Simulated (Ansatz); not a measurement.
B₃W₃. Total charge 0; doublet. Geometry PBE-D4/def2-SVP, basis def2-TZVP, Ansatz.

```xyz
6

W     1.205    0.773    0.244
W    -1.073    1.213   -0.438
W    -0.687   -1.173   -0.511
B     0.520    0.111   -1.589
B     0.657   -1.049    1.058
B    -0.621    0.124    1.236
```

```csv
run,HOMO (eV),LUMO (eV)
A,-4.32,-3.04
B,-4.93,-2.45
C,-4.04,-3.29
D,-5.55,-1.64
E,-5.94,-1.56
```

In the def2 sets W takes a core potential; there is no spin–orbit coupling. The structure comes from a short search, and lower isomers may exist.

HOMO and LUMO are taken over both spins.

**Question.** The runs used BHLYP, CAM-B3LYP, PBE, PBE0, r2SCAN. Estimate which is which.

**Answer.** A r2SCAN (0 % exact exchange); B PBE0 (25 % exact exchange); C PBE (0 % exact exchange); D BHLYP (50 % exact exchange); E CAM-B3LYP (range-separated). Exact exchange lowers occupied and raises empty levels; among semilocal functionals meta-GGAs tend to open the gap a little, and such runs are hard to tell apart. The gap grows from 0.75 eV (PBE) to 4.38 eV (CAM-B3LYP).
